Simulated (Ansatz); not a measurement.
Frontier orbitals of CH$_{3}$Cl$_{2}$NOW (`C[N]=[W](=[O])([Cl])[Cl]`).

The species carries charge 0 and has multiplicity 1. Correlated methods include outer-core shells of W, which these sets cover unevenly. W takes the def2 core potential. Geometry: relaxed with PBE0-D4/def2-TZVP. Basis def2-TZVPP, Ansatz 0.2.0.

Orbital energies of one run (eV). Highest occupied ones, from the top: -9.46, -9.77, -10.85, -11.20, -11.44, -11.65, -12.66, -12.66, -13.11, -13.36, -13.38, -14.63, -14.72, -14.90. Empty: -1.49, -0.51, -0.14, 0.27, 0.90, 1.19.

(1) Which functional gave them?
A. CAM-B3LYP
B. ωB97X-V
C. B3LYP
D. BLYP

Answers

(1) A. HOMO energies: CAM-B3LYP -9.46, BLYP -6.62, B3LYP -7.87, ωB97X-V -10.44 eV.

B3LYP here is the variant with VWN-RPA as its local correlation; programs differ in this.
